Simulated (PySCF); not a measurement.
germanium atom (Ge), triplet. Base run: HF/6-31G** (PySCF).

Input for PySCF:
```python
from pyscf import gto, scf

mol = gto.Mole()
mol.atom = '''
    Ge    0.000000    0.000000    0.000000
'''
mol.basis = '6-31g**'
mol.charge = 0
mol.spin = 2
mol.verbose = 5
mol.build()

mf = scf.UHF(mol)
mf.kernel()
```

The base run was repeated with changes; each row names its change, and settings that it needs were set with it.

```csv
change,basis functions,E (Eh),HOMO (eV)
base,32,-2075.03570,-7.91
basis = x2c-SVPall; relativity = spin-free X2C; nucleus = Gaussian (with mol.nucmod = 'G'),32,-2096.68569,-7.84
basis = cc-pVDZ-DK; relativity = spin-free X2C; nucleus = Gaussian (with mol.nucmod = 'G'),27,-2096.95882,-7.83
basis = x2c-SVPall; relativity = spin-free X2C,32,-2096.69602,-7.84
basis = cc-pVTZ-DK; relativity = spin-free X2C; nucleus = Gaussian (with mol.nucmod = 'G'),43,-2097.05159,-7.88
basis = cc-pVTZ-DK; relativity = spin-free X2C,43,-2097.06468,-7.88
basis = cc-pVDZ-DK; relativity = spin-free X2C,27,-2096.97043,-7.83
basis = x2c-SVPall; relativity = none,32,-2066.48632,-7.97
basis = cc-pVDZ-DK; relativity = none,27,-2063.36876,-7.88
basis = cc-pVTZ-DK; relativity = none,43,-2062.22661,-7.93
```

Total energies compare only within one method and basis.

Open shells are given as the SCF converged; they aren't shown to be the lowest states, and a large step between rows can be another state.

Basis sets contracted for a relativistic Hamiltonian are a mismatch without it, so the rows without relativity aren't non-relativistic limits. No row has spin-orbit coupling; sets with core potentials leave out the core electrons.
